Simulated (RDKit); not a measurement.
Input for RDKit: UFF on CHClO (a complex), monomers drawn apart or pushed together.

```python
from rdkit import Chem
from rdkit.Chem import AllChem, rdDetermineBonds

blocks = [
'''2

Cl    0.24016077   -0.09515925   -0.23457402
H     0.16915649   -0.10686259    1.05121223
''',
'''2

C     0.06681660   -0.12792292    3.10652947
O     0.00764378   -0.13704964    4.22759473
''',
]
mol = None
for b in blocks:
    f = Chem.MolFromXYZBlock(b)
    rdDetermineBonds.DetermineBonds(f, charge=0)
    mol = f if mol is None else Chem.CombineMols(mol, f)
Chem.SanitizeMol(mol)
print(Chem.MolToSmiles(Chem.RemoveHs(mol)))
ff = AllChem.UFFGetMoleculeForceField(mol, vdwThresh=100.0, ignoreInterfragInteractions=False)
e = ff.CalcEnergy()
print(f'UFF energy {e:.6f} kcal/mol')
```

The log:

```
Cl.[C-]#[O+]
UFF energy 21.493931 kcal/mol
```

The run finished.

Cost: about 0.03 core-seconds (a rough figure).
